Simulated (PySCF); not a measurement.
## State search for BeSi

Unrestricted PBE0; basis Be def2-TZVP, Si def2-TZVP; no relativity; PySCF 2.14. Outer shells of the fragments: Be 2s2; Si 3s2 3p2.

Followed along the bond (rough minima from three points):

```csv
2Ms+1,unpaired,⟨S²⟩ at the start,R at minimum (Å),Te (eV)
3,π ↑↑,2.16,2.13,0.00
1,π ↑↓,1.06,2.11,0.22
3,"σ ↑, π ↑",2.01,2.29,0.56
1,"σ ↓, π ↑",1.01,2.28,0.63
1,none,0.00,2.12,1.00
```

Solutions found at the starting distance of 2.075 Å, counted from the lowest of them; the search is not exhaustive and high or unbound solutions are not listed, so other states can lie among these:

| 2Ms+1 | unpaired | term | E (eV) | ⟨S²⟩ | ⟨Lz²⟩ | μ (D) |
| --- | --- | --- | --- | --- | --- | --- |
| 3 | π ↑↑ | ³Σ⁻ | 0.00 | 2.16 | 0.00 | -1.86 |
| 1 | π ↑↓ | mixed | 0.22 | 1.06 | 2.03 | -2.16 |
| 3 | σ ↑, π ↑ | ³Π | 0.72 | 2.01 | 1.01 | 0.43 |
| 1 | σ ↓, π ↑ | mixed | 0.79 | 1.01 | 1.01 | 0.40 |
| 1 | none | mixed | 1.00 | 0.00 | 2.00 | -2.19 |
| 3 | σ ↑↑, π ↑↓ | mixed | 1.46 | 3.02 | 2.03 | 0.80 |
| 1 | σ ↓↓, π ↑↑ | mixed | 1.65 | 2.02 | 0.00 | 0.50 |
| 3 | σ ↑, π ↑ | ³Π | 1.98 | 2.03 | 1.03 | -2.38 |
| 1 | σ ↓, π ↑ | mixed | 2.32 | 1.09 | 1.01 | -2.38 |
| 3 | π ↑↑ | mixed | 3.07 | 2.09 | 2.02 | -1.04 |

A term symbol is given only where ⟨S²⟩ and ⟨Lz²⟩ are close to those of a pure state; real π, δ and φ orbitals otherwise mix terms. A positive dipole means Be(−)Si(+).
